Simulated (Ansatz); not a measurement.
Single points on ZnBr₂.

```yaml
crystal:
  periodic: [false, false, false]
  atoms:
    - {symbol: Zn, position_ang: [-0.002610, -0.001506, -0.000031]}
    - {symbol: Br, position_ang: [-0.015298, -0.019889, 2.224293]}
    - {symbol: Br, position_ang: [0.017908, 0.021395, -2.224251]}
basis:
  gaussian: {orbitals: def2-TZVPD, initial_orbitals: start.molden}
hamiltonian: {xc: pbe, dispersion: d4}
scf: {omitted_lower_state_checks: [starts]}
output: {orbitals: {seedname: orbitals}}
```

The file start.molden holds the orbitals of an earlier run on this structure, at another level or in another basis.

```sh
$ ansatz run in.yaml --threads 4 --pin off --events-out ev --progress --plain --max-ram 3916MiB
```

Output, abridged:

```
Functional definition: PBE
  name "PBE"
  cite "Perdew, Burke & Ernzerhof, Phys. Rev. Lett. 77, 3865 (1996) doi:10.1103/PhysRevLett.77.3865"
  parent pbe
  parameter kappa = 0.804
  parameter beta = 0.06672455060314922
  exchange = pbe_x(kappa = kappa, mu = beta*pi^2/3)
  correlation = pbe_c(beta = beta)
these checks for a lower state are left out or cut short: starts
1304 factors; their error is unknown
mean field evaluation 1: about -188487.3177 eV, gradient 1.6e1 eV
mean field evaluation 2: about -188487.5038 eV, gradient 2.9e-1 eV
mean field evaluation 4: about -188487.4646 eV, gradient 9.8e-2 eV
mean field -188487.46462675 eV, -6926.7865636408 hartree, gradient 2.1e-5 eV, S^2 0.000000; 0 other end points of the search recorded, 0 dependent functions left out
reference -188487.46468914 eV, -6926.7865659334 hartree; 50, 50 occupied and 115, 115 virtual orbitals, 1304 factors
Total energy: -188487.53937890 eV, -6926.7893107318 hartree
Checks for a lower state left out: starts
```

It took 1.6 s on 4 threads of Arm Neoverse V1 on a shared host.

As the first input, with `gaussian: {orbitals: def2-TZVP, initial_orbitals: start.molden}`, `correlation: {method: mp2, frozen_orbitals: {Br: 9, Zn: 9}}` and without the key `hamiltonian` (abridged; 1.6 s):

```
Functional definition: HF
mean field -188378.24607051 eV, -6922.7728557301 hartree, gradient 8.3e-7 eV, S^2 0.000000
27 core orbitals not correlated: weight in the atoms' cores, before any rotation towards them, 1.000 or more for the frozen orbitals, at most 0.000 for the correlated occupied ones
second order -25.91950621 eV of doubles, -0.00000000 eV of singles
Total energy: -188404.16557672 eV, -6923.7253800143 hartree
Checks for a lower state left out: starts
```

First input, but with `gaussian: {orbitals: def2-TZVP, initial_orbitals: start.molden}`, `hamiltonian: {xc: {name: BHLYP}, dispersion: d4}` (abridged; 2.4 s):

```
Functional definition: BHLYP
mean field -188514.33692255 eV, -6927.7741022968 hartree, gradient 9.6e-6 eV, S^2 0.000000
Total energy: -188514.46292094 eV, -6927.7787326521 hartree
Checks for a lower state left out: starts
```

As the first input, with `gaussian: {orbitals: def2-TZVP, initial_orbitals: start.molden}`, `hamiltonian: {xc: lda}` (abridged; 0.7 s):

```
Functional definition: SPW92
mean field -188243.47301223 eV, -6917.8200371905 hartree, gradient 1.1e-5 eV, S^2 0.000000
Total energy: -188243.47304427 eV, -6917.8200383682 hartree
Checks for a lower state left out: starts
```

The first input with `gaussian: {orbitals: def2-TZVP, initial_orbitals: start.molden}`, `hamiltonian: {xc: pbe}`, `correlation: {method: rpa, frozen_orbitals: {Br: 9, Zn: 9}}` and without the key `output` (abridged; 2.3 s):

```
Functional definition: PBE
mean field -188487.42159707 eV, -6926.7849823291 hartree, gradient 1.2e-6 eV, S^2 0.000000
27 core orbitals not correlated: weight in the atoms' cores, before any rotation towards them, 1.000 or more for the frozen orbitals, at most 0.000 for the correlated occupied ones
Total energy: -188411.95347633 eV, -6924.0115800460 hartree
Checks for a lower state left out: starts
```

First input, but with `gaussian: {orbitals: def2-TZVP, initial_orbitals: start.molden}`, `hamiltonian: {xc: {name: revPBE}, dispersion: d4}` (abridged; 1.2 s):

```
Functional definition: revPBE
mean field -188500.37568295 eV, -6927.2610362046 hartree, gradient 9.2e-6 eV, S^2 0.000000
Total energy: -188500.53119440 eV, -6927.2667511452 hartree
Checks for a lower state left out: starts
```

Geometry: PBE0-D4/def2-TZVP.

Correlated methods freeze 27 core orbitals; core or outer-core shells of Br are correlated, in sets that lack core-valence functions.
